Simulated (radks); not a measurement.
Numerical settings for the phosphorus ion P13+, [He]. Method: scalar-relativistic Kohn-Sham, r2SCAN, spin-polarised, spherical densities, finite nucleus; meta-GGA in the generalised Kohn-Sham scheme; Fermi nuclear charge, rms radius 3.1889 fm; computed with a radial shooting solver on a logarithmic mesh with Libxc functionals. The defaults (mesh step 0.008 in ln r, mesh end at 40 bohr or more with all orbitals vanishing there, Anderson mixing 0.5 over 9 steps, residual threshold near 1e-9 with the energy settled to 1e-9 hartree or 1e-11 of itself, here a cap of 52 iterations) give E = -216.427 hartree and 1s at -2737.0 eV in 10 iterations. Run on one thread of a shared host, so times are rough (Arm Neoverse V1): 0.04 s of CPU time, 0.04 s wall, 10 iterations on 2189 mesh points. Changes against that run (0 stands for a change within the tolerance of the run):

setting,iterations,converged,E (mhartree),e(1s) (meV),CPU (s)
mesh step in ln r 0.02,8,yes,0,+0.00411,0.02
mesh step in ln r 0.005,12,yes,0,-0.0121,0.07
mesh step in ln r 0.05,8,yes,0,+0.00422,0.01
mesh end (bohr) 8,10,yes,0,0,0.04
mesh end (bohr) 1,10,yes,0,+0.00369,0.04
residual threshold 0.1,7,yes,0,+0.015,0.03
residual threshold 1e-16,52,no,0,-0.0114,0.18
mixing 1.5,12,yes,0,-0.0134,0.05
"linear mixing, mixing 1",52,no,0,-0.00798,0.16
"linear mixing, mixing 0.05",52,no,+0.652,-1.8e+04,0.18
mixing history 20,10,yes,0,0,0.04
iteration cap 2,2,no,+44.5,-1.8e+05,0.01

No run marked as converged misses the energy by more than 1 mhartree. A mesh that ends early acts as a hard wall.
